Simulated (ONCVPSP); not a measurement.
iron (Fe), ONCV: configuration errors across variants

```
Element                 : iron
Generator               : ONCVPSP 4.0.1
Type                    : optimised norm-conserving Vanderbilt (ONCV)
Functional              : LDA (Perdew-Zunger)
Relativity              : scalar-relativistic
Frozen core             : [Ne]
Valence charge          : 16
Reference configuration : 3s2 3p6 3d6.5 4s1.5
Partial waves           : 3s+4s: rc 1.60 bohr, ncon 4, nbas 7, qcut 7.9 1/bohr, 2 projectors; 3p: rc 1.05 bohr, ncon 4, nbas 8, qcut 11.9 1/bohr, 2 projectors, debl 3.9 Ha; 3d: rc 0.90 bohr, ncon 4, nbas 8, qcut 10.1 1/bohr, local
Local potential         : the d channel
Core correction         : none
```

All-electron excitation energies from the reference (eV): (1) 3s2 3p6 3d6 4s2 0.749; (2) 3s2 3p6 3d6 4s1 9.730; (3) 3s2 3p6 3d6 4s0 26.222; (4) 3s2 3p6 3d7 4s1 -0.081.

3 further variants failed, have other tests or too few solved ones, and are left out.

Errors AE − PS in meV (a dash: test not solved or not reliable):

| change | (1) | (2) | (3) | (4) | bound ghosts | GHOST(+) flags above zero |
| --- | --- | --- | --- | --- | --- | --- |
| base | +1.0 | -1.0 | -2.8 | -1.3 | none | none |
| d: rc 0.66 | +3.8 | +2.4 | +1.5 | -2.2 | none | none |
| d: rc 0.74 | +2.5 | +0.9 | -0.4 | -1.5 | none | none |
| d: rc 0.82 | +1.6 | -0.2 | -1.8 | -1.3 | none | p |
| d: rc 1 | +0.3 | -1.9 | -4.2 | -1.6 | none | none |

**Question.** Give the same row for: d: rc 0.94.

**Answer.** +0.7, -1.3, -3.3, -1.4; bound ghosts: none; GHOST(+) flags above zero: none.
